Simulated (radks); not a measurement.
Spherical jellium clusters: N electrons in a uniform positive sphere of charge N and radius rs N^(1/3), rs = 5.29 bohr. Calculated with a radial shooting solver with Libxc functionals: non-relativistic Kohn-Sham, LDA (Slater exchange, Perdew-Wang correlation), spin-polarised, spherical densities. Levels are named by radial order and angular momentum (1s, 1p, 1d, 2s, ...), and open shells are averaged over m.

N = 20, configuration 1s2 1p6 1d10 2s2. This is the lowest configuration that the search found. Occupied and some empty levels:

| level | occupation | eigenvalue (eV) | <r> (bohr) |
|---|---|---|---|
| 1s | 2 | -3.6057 | 9.469 |
| 1p | 6 | -3.2168 | 10.68 |
| 1d | 10 | -2.6720 | 11.57 |
| 2s | 2 | -2.2057 | 8.999 |
| 1f | 0 | -2.0050 | 12.37 |
| 2p | 0 | -1.4415 | 11.09 |
| 1g | 0 | -1.2436 | 13.19 |

Energy (eV): total -36.5323, kinetic 20.525, external -905.10, Hartree 450.93, exchange-correlation -57.700, background 454.81. Static polarisability (adiabatic kernel): 3712 bohr^3, against R^3 = 2961 for a classical metal sphere.

Electron density:

| r (bohr) | n(r) (e/bohr^3) |
|---|---|
| 1.02 | 0.002288 |
| 2.15 | 0.002115 |
| 3.29 | 0.001879 |
| 4.42 | 0.001664 |
| 5.56 | 0.001546 |
| 6.69 | 0.001565 |
| 7.83 | 0.001698 |
| 8.96 | 0.001853 |
| 10.1 | 0.001899 |
| 11.2 | 0.001729 |
| 12.4 | 0.001341 |
| 13.5 | 0.0008592 |
| 14.6 | 0.0004584 |
| 15.8 | 0.0002101 |
| 16.9 | 0.00008787 |
| 18.0 | 0.00003409 |
| 19.2 | 0.00001275 |
| 20.3 | 4.585e-06 |
| 21.4 | 1.631e-06 |
| 22.6 | 5.691e-07 |
